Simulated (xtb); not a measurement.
methyl(methylsilylmethoxy)silane (C₃H₁₂OSi₂), SMILES [SiH2](C)CO[SiH2]C. All values are semi-empirical tight-binding results from xtb (GFN2-xTB unless named), good for trends rather than for accurate numbers. Coordinates come from a GFN2-xTB optimisation. Other conformers were not sampled.

Optimised geometry:

Bonds (Å): C1–Si2 1.896, C1–H7 1.087, C1–H8 1.086, C1–H9 1.087, Si2–C3 1.910, Si2–H10 1.466, Si2–H11 1.471, C3–O4 1.414, C3–H12 1.095, C3–H13 1.094, O4–Si5 1.621, Si5–C6 1.901, Si5–H14 1.457, Si5–H15 1.471, C6–H16 1.085, C6–H17 1.088, C6–H18 1.088. Bond angles (°): Si2–C1–H7 110.5, Si2–C1–H8 111.4, Si2–C1–H9 111.6, H7–C1–H8 107.9, H7–C1–H9 107.6, H8–C1–H9 107.6, C1–Si2–C3 108.2, C1–Si2–H10 110.8, C1–Si2–H11 111.3, C3–Si2–H10 108.0, C3–Si2–H11 108.5, H10–Si2–H11 109.9, Si2–C3–O4 105.8, Si2–C3–H12 112.8, Si2–C3–H13 112.3, O4–C3–H12 109.2, O4–C3–H13 109.9, H12–C3–H13 106.8, C3–O4–Si5 129.9, O4–Si5–C6 112.8, O4–Si5–H14 98.4, O4–Si5–H15 111.3, C6–Si5–H14 113.0, C6–Si5–H15 107.9, H14–Si5–H15 113.3, Si5–C6–H16 111.3, Si5–C6–H17 111.1, Si5–C6–H18 111.9, H16–C6–H17 107.5, H16–C6–H18 107.3, H17–C6–H18 107.4.
Charge 0, spin multiplicity 1.

Question: Estimate the properties. (An estimate is asked for; the answer gives what the named calculation found.)

Answer: 
```
Quantity                                          Value
----------------------------------------  -------------
orbital gap                                     5.83 eV
dipole moment                                    0.85 D
zero-point energy                         85.9 kcal/mol
G − E(el) at 298.15 K (modified RRHO)     62.9 kcal/mol
static polarisability (D4 model)            100.2 bohr³
solvation energy, GFN2-xTB/ALPB(water)    -0.2 kcal/mol
solvation energy, GFN2-xTB/ALPB(toluene)  -3.7 kcal/mol
```

Computed atomic charges and the Wiberg bond orders between heavy atoms:
charges (e) C1 -0.20, Si2 0.46, C3 -0.02, O4 -0.39, Si5 0.51, C6 -0.20, H7 0.05, H8 0.03, H9 0.04, H10 -0.07, H11 -0.09, H12 0.01, H13 0.00, H14 -0.09, H15 -0.10, H16 0.02, H17 0.03, H18 0.02. Bond orders C1–Si2 0.94, Si2–C3 0.84, C3–O4 0.98, O4–Si5 1.16, Si5–C6 0.90.
